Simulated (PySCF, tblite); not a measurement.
Isomers of C7H16N2, one GFN2-xTB conformer each. Single-point energies are computed at PBE0/pcSseg-1 (PySCF, gas phase, no added dispersion term), electronic only.

| SMILES | GFN2-xTB relative energy (kJ/mol) |
| --- | --- |
| CC(C)N1NCC[C@H]1C | 0.0 |
| C=CN(C)NCCCC | 105.4 |
| CCN(C)N(C)C1CC1 | 93.9 |
| CN/N=C(\C)C(C)(C)C | 37.6 |
| C=CCN(CCC)NC | 138.4 |
| C/C=N\N(CC)C(C)C | 42.6 |

Conformers: `[CH3:1][CH:2]([CH3:3])[N:4]1[NH:5][CH2:6][CH2:7][C@H:8]1[CH3:9]` with C1–C2–N4–N5 -167°, C2–N4–N5–C6 -99°, N4–N5–C6–C7 -37°, N5–C6–C7–C8 31°, C6–C7–C8–C9 -135°; `[CH2:1]=[CH:2][N:3]([CH3:4])[NH:5][CH2:6][CH2:7][CH2:8][CH3:9]` with C1–C2–N3–C4 167°, C2–N3–N5–C6 69°, N3–N5–C6–C7 -172°, N5–C6–C7–C8 -62°, C6–C7–C8–C9 179°; `[CH3:1][CH2:2][N:3]([CH3:4])[N:5]([CH3:6])[CH:7]1[CH2:8][CH2:9]1` with C1–C2–N3–C4 -169°, C2–N3–N5–C6 81°, N3–N5–C7–C8 133°; `[CH3:1][NH:2]/[N:3]=[C:4](\[CH3:5])[C:6]([CH3:7])([CH3:8])[CH3:9]` with C1–N2–N3–C4 -159°; `[CH2:1]=[CH:2][CH2:3][N:4]([CH2:5][CH2:6][CH3:7])[NH:8][CH3:9]` with C1–C2–C3–N4 -127°, C2–C3–N4–C5 -169°, C3–N4–C5–C6 173°, N4–C5–C6–C7 180°, C3–N4–N8–C9 -93°; `[CH3:1]/[CH:2]=[N:3]\[N:4]([CH2:5][CH3:6])[CH:7]([CH3:8])[CH3:9]` with C2–N3–N4–C5 6°, N3–N4–C5–C6 89°, N3–N4–C7–C8 64°.

Problem. What does PBE0/pcSseg-1 give for the same structures?

Solution. 
```json
{"SMILES": "CC(C)N1NCC[C@H]1C", "PBE0/pcSseg-1 E (Eh)": "-385.33554", "PBE0/pcSseg-1 (kJ/mol)": "0.0", "GFN2-xTB (kJ/mol)": "0.0", "point group": "C1"}
{"SMILES": "CN/N=C(\\C)C(C)(C)C", "PBE0/pcSseg-1 E (Eh)": "-385.33322", "PBE0/pcSseg-1 (kJ/mol)": "6.1", "GFN2-xTB (kJ/mol)": "37.6", "point group": "C1"}
{"SMILES": "C/C=N\\N(CC)C(C)C", "PBE0/pcSseg-1 E (Eh)": "-385.31604", "PBE0/pcSseg-1 (kJ/mol)": "51.2", "GFN2-xTB (kJ/mol)": "42.6", "point group": "C1"}
{"SMILES": "C=CN(C)NCCCC", "PBE0/pcSseg-1 E (Eh)": "-385.30400", "PBE0/pcSseg-1 (kJ/mol)": "82.8", "GFN2-xTB (kJ/mol)": "105.4", "point group": "C1"}
{"SMILES": "C=CCN(CCC)NC", "PBE0/pcSseg-1 E (Eh)": "-385.29519", "PBE0/pcSseg-1 (kJ/mol)": "105.9", "GFN2-xTB (kJ/mol)": "138.4", "point group": "C1"}
{"SMILES": "CCN(C)N(C)C1CC1", "PBE0/pcSseg-1 E (Eh)": "-385.28791", "PBE0/pcSseg-1 (kJ/mol)": "125.1", "GFN2-xTB (kJ/mol)": "93.9", "point group": "C1"}
```

Both levels put the same isomer lowest; measured from each level's own lowest isomer, the values differ by up to 32.5 kJ/mol (C=CCN(CCC)NC: 138.4 against 105.9). As drawn, the lowest has an N–H bond, which the highest lacks; the highest has a three-membered ring, which the lowest lacks. Neighbours under 10 kJ/mol apart (CC(C)N1NCC[C@H]1C and CN/N=C(\C)C(C)(C)C) can change places with a better method, another conformer or zero-point energy.

Problem. Which frontier levels, dipoles and rotational constants go with these structures?

Solution. 
```tsv
SMILES	HOMO (eV, PBE0/pcSseg-1)	LUMO (eV)	dipole (D)	A, B, C (MHz)
CC(C)N1NCC[C@H]1C	-6.09	1.29	1.56	2262, 1423, 1012
CN/N=C(\C)C(C)(C)C	-5.87	0.84	1.80	2612, 982.4, 858.9
C/C=N\N(CC)C(C)C	-5.55	0.90	1.89	2069, 1189, 937.6
C=CN(C)NCCCC	-5.50	1.01	0.97	3158, 718.1, 628.9
C=CCN(CCC)NC	-6.33	0.25	1.08	3228, 793.3, 678.1
CCN(C)N(C)C1CC1	-6.07	1.47	1.09	2089, 1261, 1084
```

Problem. What happens when harmonic zero-point energies from GFN2-xTB frequencies are added?

Solution. 
```csv
SMILES,ZPE (kJ/mol),electronic (kJ/mol),with ZPE (kJ/mol)
CC(C)N1NCC[C@H]1C,593.0,0.0,4.5
CN/N=C(\C)C(C)(C)C,582.5,6.1,0.0
C/C=N\N(CC)C(C)C,584.1,51.2,46.7
C=CN(C)NCCCC,584.6,82.8,78.9
C=CCN(CCC)NC,582.5,105.9,99.9
CCN(C)N(C)C1CC1,583.8,125.1,120.3
```

The zero-point energies span 10.5 kJ/mol. CN/N=C(\C)C(C)(C)C becomes the lowest.

Problem. As an exercise, what shares would exp(−E/RT) give at 2000 K from these electronic energies alone (no entropy, no degeneracies)?

Solution. RT = 16.629 kJ/mol: CC(C)N1NCC[C@H]1C 57.2 %, CN/N=C(\C)C(C)(C)C 39.7 %, C/C=N\N(CC)C(C)C 2.6 %, C=CN(C)NCCCC 0.4 %, C=CCN(CCC)NC 0.1 %, CCN(C)N(C)C1CC1 under 0.1 %.
